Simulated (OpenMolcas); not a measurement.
Pd III: effect of the active space

```json
{"Program": "OpenMolcas 26.06", "Method": "XMS-CASPT2, IPEA 0.25 Eh, imaginary shift 0.1 Eh", "Basis": "ANO-RCC-VTZP", "Scalar Hamiltonian": "DKH2, point nucleus", "Spin-orbit coupling": "RASSI with atomic mean-field integrals over the reference wave functions, term energies averaged over their components"}
```

A. 8 electrons in 5 orbitals (4d); 2S+1 = 3 even, 10 roots; 2S+1 = 1 even, 15 roots; closed shells correlated: 4s 4p; CASPT2 step about 2.8 core-seconds
B. 8 electrons in 6 orbitals (4d 5s); 2S+1 = 3 even, 55 roots; 2S+1 = 5 even, 10 roots kept (CI in the orbitals of an earlier block); 2S+1 = 1 even, 43 roots kept (CI in the orbitals of an earlier block); closed shells correlated: 4s 4p; CASPT2 step about 60 core-seconds
C. 8 electrons in 10 orbitals (4d 5d); 2S+1 = 3 even, 10 roots; 2S+1 = 1 even, 15 roots; closed shells correlated: 4s 4p; CASPT2 step about 9 core-minutes

Energies in eV above 4d⁸ ³F₄, the measured ground level; measured values from Moore, Atomic Energy Levels, vol. III, NSRDS-NBS 35 (1971 reprint of NBS Circular 467, 1958).

```csv
Level,A,B,C,Measured
4d⁸ ³F₄,0.0000,0.0000,0.0000,0.0000
4d⁸ ³F₃,0.389,0.412,0.389,0.4004
4d⁸ ³F₂,0.569,0.603,0.569,0.5812
4d⁸ ³P₂ [56 %],1.282,1.309,1.292,
4d⁸ ³P₁,1.686,1.697,1.695,1.6701
4d⁸ ³P₀,1.718,1.730,1.725,1.6985
4d⁸ ¹D₂ [53 %],1.801,1.879,1.826,
4d⁸ ¹G₄,2.245,2.316,2.270,2.2169
4d⁸ ¹S₀,5.206,5.356,5.313,
```

Deviations, from unrounded energies. A percentage is the sum of absolute deviations over the sum of measured energies, with the sign that they share, or ± where signs differ.

| Against measurement | Levels | A | B | C |
| --- | --- | --- | --- | --- |
| mean absolute deviation (cm-1) | 5 | 140 | 310 | 210 |
| fine structure of the ground term (%) | 2 | -2.4 | +3.3 | -2.4 |
| other terms of the ground configuration (%) | 3 | +1.1 | +2.8 | +1.9 |

A lies closest to measurement on these levels and B furthest from it. The largest miss of A in the table is 4d⁸ ¹G₄, by +230 cm-1. The ranking rests on the paired levels alone, and a cruder setting can come out closer through cancelling errors.

The two smallest mean deviations differ by little beside CASPT2's spread within terms, so their order carries little weight.

Among A to C the level of the table that moves most is 4d⁸ ¹S₀, by 1200 cm-1 (lowest in A, highest in B). Moves below CASPT2's spread within the term are not significant.

CASPT2 does not keep the components of a term degenerate, so their means are used; among the terms shown or strongly mixed into the levels shown the widest spread is 1100 cm-1 (4d⁸ ³F, B). Levels of configurations with an s electron are missing; early in the row they begin among the upper levels of the d shell and mix with terms of their name (holds for A). The CASPT2 spread within a term exceeds the gap to the next term for 4d⁸ ¹D and 4d⁸ ³P, so the order of their levels is uncertain, and so are names and mixing where such terms share a J (holds for A; B). Terms from blocks run as CI alone lack orbitals of their own (holds for B). Active for correlation alone: 5d; no level in the range computed is led by a configuration that fills it, so any true level of that kind is missing (holds for C). Computed and measured levels are paired by configuration, term and J; levels that our copy of the source lacks, or whose pairing is in doubt (as where it misses far off the trend of its configuration), stay unpaired and out of the deviations. Levels of configurations outside the active space are missing. The table leaves out levels that lie high or whose names do not pair safely across all columns.

A share in square brackets marks a mixed level and gives the weight of the term that names it, the lowest over the columns.
